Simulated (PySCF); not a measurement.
Molecule: SMILES CSc1ccncc1, C6H7NS.

Atom-mapped SMILES (the numbers label the heavy atoms): `[CH3:1][S:2][c:3]1[cH:4][cH:5][n:6][cH:7][cH:8]1`; H(Xn) means a hydrogen on atom n.

Geometry PBE0-D3(BJ)/def2-SVP throughout; GIAO in PySCF 2.14, gas phase, one conformer, non-relativistic; equivalent atoms averaged; basis pcSseg-1.

For orientation, BLYP gives these shifts δ (against TMS, CS2, NH3 at the same level): C3 156.7, C5/C7 152.6, C4/C8 121.2, C1 17.9, S2 48.7, N6 344.9, H(C5)/H(C7) 8.29, H(C4)/H(C8) 6.52, H(C1) 2.26 ppm.

A run gave: C3 162.9, C5/C7 161.3, C4/C8 127.4, C1 14.9, S2 -19.8, N6 346.4, H(C5)/H(C7) 8.66, H(C4)/H(C8) 6.98, H(C1) 2.20 ppm (shifts δ (against TMS, CS2, NH3 at the same level)).

Which functional was used in that run?
A. LC-wPBE
B. PBE0
C. OPBE
D. B3LYP

Answers

A. S2 tells them apart best: LC-wPBE gives -19.8, PBE0 gives 5.8, B3LYP gives 24.5, OPBE gives 21.5 ppm.
